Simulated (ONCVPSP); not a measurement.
**Cu (Z = 29): excitation energies, all-electron against ONCV**

- Element: Cu
- Generator: ONCVPSP 4.0.1
- Type: optimised norm-conserving Vanderbilt (ONCV)
- Functional: revPBE
- Relativity: scalar-relativistic
- Frozen core: [Ne]
- Valence charge: 19
- Reference configuration: 3s2 3p6 3d10 4s1
- Partial waves: 3s+4s: rc 0.95 bohr, ncon 3, nbas 7, qcut 9.8 1/bohr, 2 projectors; 3p: rc 0.90 bohr, ncon 4, nbas 8, qcut 12.9 1/bohr, 2 projectors, debl 2.8 Ha; 3d: rc 1.20 bohr, ncon 4, nbas 8, qcut 13.4 1/bohr, 2 projectors, debl 3.2 Ha
- Local potential: polynomial inside 0.85 bohr (lpopt 5, dvloc0 0 Ha)
- Core correction: none

Energies are relative to the spin-unpolarised reference configuration 3s2 3p6 3d10 4s1; without spin polarisation the order of configurations can differ from experiment. Not all tests gave a result: 1 of 4 tests not solved or not reliable.

```
valence configuration  charge  ΔE all-electron (eV)  error AE − PS (meV)
     3s2 3p6 3d10 4s0      +1                 8.015                 +3.5
      3s2 3p6 3d9 4s0      +2                29.220                 +0.6
      3s2 3p6 3d9 4s2       0                 1.991                 +9.4
```
